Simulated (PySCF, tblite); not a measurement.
A set of runs on `C=[C]([GeH3])CCC`; the geometry of each is named by its level. Settings lines and outputs come from a driver script.

C₅H₁₂Ge.
SMILES with atom numbers: `[CH2:1]=[C:2]([GeH3:3])[CH2:4][CH2:5][CH3:6]` (hydrogens: H7, H8 on C1; H9, H10, H11 on Ge3; H12, H13 on C4; H14, H15 on C5; H16, H17, H18 on C6)

Step 1: GFN2-xTB geometry optimisation, gas phase (tblite 0.8.0) (from a force-field or distance-geometry start)
```json
{"job": {"kind": "relax", "xc": "GFN2-xTB", "basis": "xTB"}, "charge": 0, "multiplicity": 1}
```
```
step      E/eV     max force
  0    -508.62673    2.124
  1    -508.77145    0.961
  2    -508.83636    0.675
...
133    -509.04869    0.014
134    -509.04872    0.014
135    -509.04875    0.012
136    -509.04878    0.011
137    -509.04880    0.010
```

Energy lowered by 9.7 kcal/mol over 137 steps; largest atomic force 0.010 eV/Å at the end. «max force» is the largest atomic force in eV/Å.

Hardware: one thread of an Arm Neoverse V2, on a shared host. Cost: 0.67 s.

Step 2: GFN2-xTB harmonic vibrations, gas phase (tblite 0.8.0) (on the GFN2-xTB geometry)
```json
{"job": {"kind": "ir", "xc": "GFN2-xTB", "basis": "xTB"}, "charge": 0, "multiplicity": 1}
```
```
(table of modes left out)
```

48 modes from 47 to 3083 cm⁻¹ (unscaled, harmonic); zero-point energy 92.2 kcal/mol; all wavenumbers are real at this level.

Time: 0.45 s wall. Hardware: one thread of an Arm Neoverse V2 (shared host).

Step 3: TDDFT PBE0/def2-SVPD, vertical, gas phase, core orbitals frozen in the response (PySCF 2.14.0, density-fitted response routines) (on the GFN2-xTB geometry)
```json
{"job": {"kind": "uv", "xc": "PBE0", "basis": "def2-SVPD", "nstates": 8, "ntriplets": 3}, "charge": 0, "multiplicity": 1}
```
```
...
Static polarisability (au): isotropic 91.237, principal 78.787 96.249 98.676
Singlet excitations
state   eV       nm        f      main configurations
  1   6.6881    185.4   0.00339   H-1->L 0.95
  2   6.9029    179.6   0.23142   H->L 0.80, H->L+1 0.13
  3   6.9726    177.8   0.04477   H->L+1 0.79, H->L 0.13
  4   7.3254    169.3   0.00427   H->L+2 0.85
  5   7.6913    161.2   0.02140   H->L+3 0.48, H->L+4 0.44
  6   7.7914    159.1   0.01056   H->L+4 0.47, H->L+3 0.39
  7   7.8622    157.7   0.00820   H-2->L 0.68, H-4->L 0.13, H-1->L+1 0.13
  8   7.8792    157.4   0.06009   H-1->L+1 0.81, H-2->L 0.10
Triplet excitations (Tamm-Dancoff, eV): 4.2916 6.1517 6.8524
```

HOMO -7.52 eV, LUMO -0.12 eV; lowest singlet 6.69 eV; lowest triplet 4.29 eV (Tamm–Dancoff); mean polarisability 91.2 au.

On Intel Xeon at 2.50 GHz, one thread, shared host with 64 logical CPUs at a one-minute load of 55, this took 2.6 min wall, 2.2 min CPU (grids of density and orbitals included) and 0.89 GiB of memory at its peak.

Geometry of the electronic-property runs (GFN2-xTB):
```
atom  x, y, z in Å
C1    -0.7417   -1.4942    1.3271
C2    -0.7336   -0.3410    0.6751
Ge3   -2.1011    0.0585   -0.6695
C4     0.3050    0.7109    0.9206
C5     1.1034    1.0189   -0.3470
C6     1.8856   -0.1937   -0.8314
H7    -1.4990   -2.2413    1.1451
H8     0.0037   -1.7441    2.0684
H9    -3.3085   -0.7998   -0.4713
H10   -1.6270   -0.1742   -2.0714
H11   -2.5216    1.4937   -0.5909
H12    0.9830    0.3942    1.7176
H13   -0.1988    1.6272    1.2467
H14    1.7912    1.8439   -0.1471
H15    0.4103    1.3435   -1.1312
H16    2.4571    0.0495   -1.7243
H17    2.5759   -0.5330   -0.0615
H18    1.2075   -1.0126   -1.0667
```

 (This holds for the electronic-property runs.)

One conformer stands for the species.
